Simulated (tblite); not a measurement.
I2Pb, triplet, at the geometry of the source list (GFN-xTB shapes and energies of metal compounds can be far from the true ones) (the spin is typed, not shown lowest); GFN1-xTB (tblite 0.6.0).

tblite was given this input:
```
$ tblite run mol.xyz --method gfn1 --charge 0 --spin 2 --grad --json tblite.json --no-restart

# file mol.xyz
3

Pb    -0.00000000     0.00000000     1.14020000
I      1.06170000    -1.85760000    -0.57010000
I     -1.06170000     1.85760000    -0.57010000
```

**Question.** What does tblite print? Leave out banner, timings and long lists.

**Answer.** 
```
xTB calculator
 | screened Coulomb repulsion
 | Coulomb electrostatics
 |  * isotropic Klopman-Ohno-Mataga-Nishimoto electrostatics
 |  * onsite third-order electrostatics
 | DFT-D3(BJ) dispersion correction

halogen bonding energy    0.0000000000000E+00 Eh
repulsion energy          1.8071865734024E-02 Eh
dispersion energy        -1.4304048542882E-03 Eh
number of electrons       1.8000000000000E+01 e
integral cutoff           2.4921834820047E+01 bohr

------------------------------------------------------------
  cycle        total energy    energy error   density error
------------------------------------------------------------
      1     -9.351377966870  -9.3680194E+00   2.9720833E-01
      2     -9.460272312853  -1.0889435E-01   1.7837239E-01
      3     -9.485931040378  -2.5658728E-02   9.1956308E-03
      4     -9.485933273818  -2.2334396E-06   6.7206360E-03
      5     -9.485939831440  -6.5576224E-06   1.0660975E-03
      6     -9.485939900989  -6.9549499E-08   5.3105941E-04
      7     -9.485939964563  -6.3573427E-08   3.6303991E-06
------------------------------------------------------------

electronic energy        -9.5025814254426E+00 Eh
total energy             -9.4859399645629E+00 Eh

Post processing:
 | Mayer-Wiberg bond orders

[Info] Tight-binding results written to 'tblite.txt'
[Info] JSON dump of results written to 'tblite.json'
```
